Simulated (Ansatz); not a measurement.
# A geometry optimisation of C2H9GeNSi with PBE-D3(BJ)/def2-SVP

The starting geometry of this gas-phase singlet was optimised with GFN2-xTB; its bonds are those of `C=[CH][GeH2][SiH2]N`.

```yaml
atoms:
  - { symbol: C, position_ang: [-1.2318, 2.6136, -1.5255] }
  - { symbol: C, position_ang: [-1.4141, 1.3122, -1.6768] }
  - { symbol: Ge, position_ang: [-0.2949, -0.0454, -0.8253] }
  - { symbol: N, position_ang: [1.0732, 1.1309, 1.8915] }
  - { symbol: Si, position_ang: [1.5957, 0.7452, 0.2981] }
  - { symbol: H, position_ang: [-0.4342, 2.9996, -0.9076] }
  - { symbol: H, position_ang: [-1.8585, 3.3539, -2.0030] }
  - { symbol: H, position_ang: [-2.2271, 0.9663, -2.3057] }
  - { symbol: H, position_ang: [-1.2456, -0.8729, 0.0216] }
  - { symbol: H, position_ang: [0.0190, -1.0401, -1.9259] }
  - { symbol: H, position_ang: [2.1092, 2.0028, -0.2485] }
  - { symbol: H, position_ang: [2.6908, -0.2374, 0.2181] }
  - { symbol: H, position_ang: [1.7329, 1.5026, 2.5546] }
  - { symbol: H, position_ang: [0.4278, 0.5129, 2.3573] }
```

Q: Predict what becomes of its bonds when it is optimised with PBE-D3(BJ)/def2-SVP.

A: It keeps its bonds, and is `C=[CH][GeH2][SiH2]N`.

The energy falls by 0.28 eV over 21 steps:

```json
{"step": "1", "E − E(last) (eV)": "0.280"}
{"step": "3", "E − E(last) (eV)": "0.073"}
{"step": "5", "E − E(last) (eV)": "0.062"}
{"step": "8", "E − E(last) (eV)": "0.045"}
{"step": "10", "E − E(last) (eV)": "0.014"}
{"step": "12", "E − E(last) (eV)": "0.005"}
{"step": "14", "E − E(last) (eV)": "0.002"}
{"step": "17", "E − E(last) (eV)": "0.000"}
{"step": "19", "E − E(last) (eV)": "0.000"}
{"step": "21", "E − E(last) (eV)": "0.000"}
```

Final geometry (Å):

```yaml
atoms:
  - { symbol: C, position_ang: [-1.3069, 2.5256, -1.0309] }
  - { symbol: C, position_ang: [-1.3596, 1.3112, -1.6112] }
  - { symbol: Ge, position_ang: [-0.2458, -0.2011, -1.0529] }
  - { symbol: N, position_ang: [0.9595, 1.6097, 1.5206] }
  - { symbol: Si, position_ang: [1.6025, 0.5530, 0.2689] }
  - { symbol: H, position_ang: [-0.6212, 2.7376, -0.1907] }
  - { symbol: H, position_ang: [-1.9540, 3.3542, -1.3707] }
  - { symbol: H, position_ang: [-2.0649, 1.1394, -2.4457] }
  - { symbol: H, position_ang: [-1.1158, -1.2181, -0.2513] }
  - { symbol: H, position_ang: [0.2615, -0.9643, -2.3112] }
  - { symbol: H, position_ang: [2.5416, 1.3883, -0.5607] }
  - { symbol: H, position_ang: [2.3984, -0.6480, 0.7437] }
  - { symbol: H, position_ang: [1.6302, 2.1252, 2.0992] }
  - { symbol: H, position_ang: [0.2167, 1.2317, 2.1160] }
```

No frequencies were run, so the end isn't proven a minimum. Run with Ansatz 0.2.0, 2.2 min on 2 threads of AMD EPYC (Zen 3), with other jobs on the host.
